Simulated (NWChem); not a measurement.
# CH6FNOSi; SMILES [Si](C)(F)(O)N

```xyz
11

C     -0.4084    -1.7518     0.3780
Si     0.0049     0.0218     0.0283
N     -1.3369     0.8346    -0.6283
O      0.4879     0.9078     1.3424
F      1.3120    -0.0044    -0.9582
H     -0.7615    -2.2620    -0.5322
H     -1.1960    -1.8287     1.1422
H      0.4772    -2.2972     0.7378
H     -1.9826     0.3889    -1.2667
H     -1.3611     1.8446    -0.6948
H      1.4361     0.9264     1.4992
```
Atoms are numbered in this order, from 1.

Results from NWChem. Geometry: optimised at PBE0/def2-SVP. Level: M05-2X/def2-SVP with SMD (1 M gas to 1 M solution), gas-phase geometry. Reactions with the solvent are ignored.

| solvent | dielectric constant | solvation free energy (kcal/mol) | cavity-dispersion-structure term (kcal/mol) | dipole in solution (D) |
|---|---|---|---|---|
| water | 78.4 | -6.2 | [?] | 1.05 |
| chlorobenzene | 5.70 | -5.5 | 0.6 | 1.03 |
| ethyl acetate | 5.99 | -5.8 | 0.3 | 1.03 |
| N,N-dimethylformamide | 37.2 | -6.3 | 1.0 | 1.07 |
| 1-octanol | 9.86 | -7.3 | 1.8 | 1.01 |

Task: Some entries are withheld; supply them.

Result: 
- water, cavity-dispersion-structure term (kcal/mol): 4.2
